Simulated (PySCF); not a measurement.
H₉NSi₃.
Atom-mapped SMILES: `[SiH3:1][NH:2][SiH2:3][SiH3:4]` (hydrogens: H5, H6, H7 on Si1; H8 on N2; H9, H10 on Si3; H11, H12, H13 on Si4)

Structure used (PBE0-D3(BJ)/def2-SVP), in Å, numbered top down from 1:
```
atom  x, y, z in Å
Si1   -1.6098    1.1985   -0.4369
N2    -0.9129   -0.3703   -0.1587
Si3    0.7528   -0.8889   -0.2218
Si4    2.2243    0.9324   -0.3762
H5    -2.5868    1.5492    0.6400
H6    -0.4886    2.1844   -0.4322
H7    -2.3304    1.3050   -1.7452
H8    -1.5805   -1.1198    0.0107
H9     1.0200   -1.7955   -1.3878
H10    1.0956   -1.6782    1.0057
H11    3.6120    0.3710   -0.3843
H12    2.0886    1.8531    0.7939
H13    2.0211    1.7101   -1.6366
```

All values: CAM-B3LYP/def2-SVPD (PySCF, non-relativistic), on one gas-phase PBE0-D3(BJ)/def2-SVP geometry that isn't relaxed in the solvent. The solvent is an IEF-PCM continuum (cavity from Bondi-type radii × 1.2). Specific hydrogen bonds and non-electrostatic terms are outside this model.

Gas phase at CAM-B3LYP/def2-SVPD: HOMO -8.85 eV, LUMO 0.53 eV, dipole 1.00 D.

Q: What does the continuum do to the energy, the frontier levels and the dipole at CAM-B3LYP/def2-SVPD in cyclohexane and dichloromethane?

A: 
| solvent | ε | E(solvent) − E(gas) (kJ/mol) | polarisation term (kJ/mol) | distortion of the solute (kJ/mol) | HOMO (eV) | LUMO (eV) | dipole (D) |
| --- | --- | --- | --- | --- | --- | --- | --- |
| cyclohexane | 2.017 | -2.75 | -2.87 | 0.12 | -8.77 | 0.64 | 1.13 |
| dichloromethane | 8.93 | -6.19 | -6.82 | 0.63 | -8.70 | 0.73 | 1.30 |

The polarisation term is half the interaction of the solute with the surface charges that it induces; the rest is the cost of distorting the solute's density. The sum is the electrostatic part of solvation alone. From cyclohexane to dichloromethane the lowering changes by a factor 2.25, Onsager's factor (ε − 1)/(2ε + 1) by 2.08 and ε itself by 4.4.

Q: Which radius a makes the point-dipole formula ΔE = −[(ε − 1)/(2ε + 1)]·μ²/a³ give the value in dichloromethane, with the gas-phase dipole?

A: μ = 0.394 au and |ΔE| = 0.00236 Eh give a = 1.60 Å; the farthest nucleus lies 3.36 Å from the centroid of the nuclei, so such a sphere wouldn't even hold the nuclei. The formula assumes a rigid point dipole at the centre of a sphere.

Q: Give the dipole vector in the frame of the coordinates (D, pointing from negative to positive charge), gas and dichloromethane.

A: Gas (-0.80, -0.58, 0.13), solvent (-1.02, -0.78, 0.17). Its length changes by +30 % and its direction by 1°.

Q: How does the static polarisability (CAM-B3LYP/def2-SVPD, frozen core, with the continuum's full static response) change?

A: 
```json
{"medium": "gas", "isotropic (au)": "93.0", "principal values (au)": "80.8, 94.5, 103.7", "⟨r²⟩ of the electrons (bohr²)": "915.9"}
{"medium": "cyclohexane", "isotropic (au)": "104.7", "principal values (au)": "91.7, 107.1, 115.2", "⟨r²⟩ of the electrons (bohr²)": "916.0"}
{"medium": "dichloromethane", "isotropic (au)": "121.3", "principal values (au)": "109.6, 124.7, 129.6", "⟨r²⟩ of the electrons (bohr²)": "916.2"}
```

The isotropic value in dichloromethane is 1.30 times the gas-phase one; no cavity-field correction is applied. ⟨r²⟩ is taken about the centre of nuclear charge.

On Arm Neoverse V2, one thread, shared host with 96 logical CPUs at a one-minute load of 31, this took 13 s and 0.85 GiB of memory at its peak. This is the whole response run at CAM-B3LYP/def2-SVPD in dichloromethane, SCF included.
